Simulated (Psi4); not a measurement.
H2Se, charge +1, doublet, at a GFN2-xTB geometry (a state made from the parent by changing its charge; the spin is typed, not shown lowest), atoms displaced at random by about 0.1 Å a coordinate. Base run: HF/pcseg-1 in Psi4.

Here is a job for Psi4.
```
memory 2 GB

molecule mol {
1 2
  Se    0.004523   -0.047509    0.104647
  H    -0.840806   -1.073423   -0.366654
  H     1.082054   -0.975484    0.045819
}

set basis pcseg-1
set reference uhf

optimize('scf')
print_variables()
```

The base run was repeated with changes; each row names its change, and settings that it needs were set with it.

| change | ΔE vs base (kJ/mol) | optimiser steps |
|---|---|---|
| base | 0.00 | 4 |
| intrafrag_hess = lindh | 0.00 | 7 |
| hess_update = bofill | 0.00 | 4 |
| intrafrag_hess = simple | 0.00 | 5 |
| opt_coordinates = both | 0.00 | 5 |
| g_convergence = turbomole | 0.00 | 5 |
| hess_update = none | 0.00 | 5 |

Open shells are given as the SCF converged; they aren't shown to be the lowest states, and a large step between rows can be another state.
